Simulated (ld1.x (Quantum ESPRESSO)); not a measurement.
u(r) = r·R(r): atom against pseudo-atom (Mg)

Columns: radius, all-electron u(r) and pseudo u(r) of the 3p shell (level -1.79 eV) of magnesium in the configuration [Ne] 3s1.5 3p0.5; LDA (PZ), non-relativistic, TM scheme, ld1.x (Quantum ESPRESSO) 7.5.

| r (bohr) | all-electron | pseudo |
| --- | --- | --- |
| 0.182 | 0.1072 | -0.0045 |
| 0.365 | 0.1706 | -0.0178 |
| 0.548 | 0.1519 | -0.0394 |
| 0.730 | 0.0923 | -0.0682 |
| 0.912 | 0.0175 | -0.1031 |
| 1.095 | -0.0600 | -0.1430 |
| 1.277 | -0.1331 | -0.1858 |
| 1.460 | -0.2000 | -0.2302 |
| 1.642 | -0.2588 | -0.2740 |
| 1.825 | -0.3102 | -0.3162 |
| 2.007 | -0.3538 | -0.3549 |
| 2.190 | -0.3904 | -0.3894 |
| 2.372 | -0.4201 | -0.4186 |
| 2.555 | -0.4436 | -0.4425 |
| 2.738 | -0.4615 | -0.4608 |
| 2.920 | -0.4741 | -0.4738 |
| 3.102 | -0.4822 | -0.4821 |
| 3.285 | -0.4863 | -0.4862 |
| 3.468 | -0.4868 | -0.4868 |
| 3.650 | -0.4842 | -0.4842 |
| 3.832 | -0.4791 | -0.4791 |
| 4.015 | -0.4717 | -0.4717 |
| 4.198 | -0.4625 | -0.4625 |
| 4.380 | -0.4518 | -0.4518 |
| 4.562 | -0.4399 | -0.4399 |
| 4.745 | -0.4269 | -0.4269 |

Q: How many radial nodes do the two functions have?

A: The all-electron 3p function has n − l − 1 = 1; the pseudo-wave has 0, since the states of the same l below it are removed with the core.

Q: At about which radius was the pseudo-wave matched?

A: 3.65 bohr. The columns agree to 0.0005 from 2.92 bohr on; several derivatives are matched, so the curves merge somewhat inside the radius.

Q: Is the pseudo-wave norm-conserving?

A: Yes: the TM scheme keeps the norm inside the radius equal to the all-electron one, which fixes the energy derivative of the logarithmic derivative at the level.
